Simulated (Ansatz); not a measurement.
## Energy profile

The step: BClF₂ ([F][B]([F])[Cl]) + HF → BF₃ ([F][B]([F])[F]) + HCl; bonds formed: B1–F6, Cl2–H5; bonds broken: B1–Cl2, H5–F6 (atoms numbered as in the saddle structure below).

```xyz
6
angstrom
B -0.3794 -0.3287 -0.0872
Cl 1.5455 -0.0363 -0.6223
F -1.1955 -0.1270 -1.1032
F -0.5074 -1.3940 0.6796
H 0.8030 0.9429 0.3603
F -0.2661 0.9430 0.7729
```

Electronic energies by CCSD(T) at an estimated basis limit (MP2 extrapolated from triple and quadruple zeta, plus CCSD(T) − MP2 in triple zeta), on PBE0-D4/def2-TZVP structures; BHClF₃, closed shell; no counterpoise correction. Computed with Ansatz 0.2.0 (basis: def2-TZVPP and def2-QZVPP); correlated methods freeze the cores. Extrapolation: Hartree–Fock as exp(−7.88 √X), correlation as X^−2.97.

Task: Give the profile in kJ/mol, counted from the separated reactants. (An estimate is asked for; the value comes from the calculation.)

Result: The calculation gives:
| point | kJ/mol |
| --- | --- |
| separated: BClF₂ (linked as [F][B]([F])[Cl]; B1, Cl2, F3, F4; singlet) + HF (H5, F6; singlet) | 0.0 |
| start structure | -11.4 |
| saddle | 62.8 |
| end structure | -71.4 |
| separated: BF₃ (linked as [F][B]([F])[F]; B1, F3, F4, F6; singlet) + HCl (Cl2, H5; singlet) | -62.0 |

T1 diagnostic: at most 0.013.

For scale, one of the runs: CCSD(T)/def2-TZVPP, 180 basis functions, launched by `ansatz run in.yaml --threads 4 --pin off --events-out ev --progress --plain --max-ram 9574MiB`. Hardware: 4 CPU threads of an Arm Neoverse V1, shared host. Wall time 46 s; peak host memory 1.9 GiB.
